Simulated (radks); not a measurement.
Coherent X-ray form factor from a spherical all-electron density. All-electron calculation, scalar-relativistic Kohn-Sham, PBE, spin-unpolarised, spherical densities, point nucleus. Program: a radial shooting solver on a logarithmic mesh with Libxc functionals.

sin(theta)/lambda (1/angstrom),f0 (electrons)
0.05,0.936
0.1,0.779
0.15,0.598
0.2,0.438
0.25,0.314
0.3,0.224
0.4,0.117
0.5,0.064
0.6,0.037
0.8,0.014
1,0.006
1.25,0.003
1.5,0.001
2,0.000

The species is in the configuration that NIST lists as its ground one. Which atom or ion scatters so?

Answer. Neutral hydrogen, 1s1. Extrapolating in s^2 from the first two rows gives f0(0) = 1.0, near the electron count 1; among species with that count, the fall with angle is slower the higher Z, and the table is that of Z = 1; from so few rows the species is fixed only to a neighbour or two.
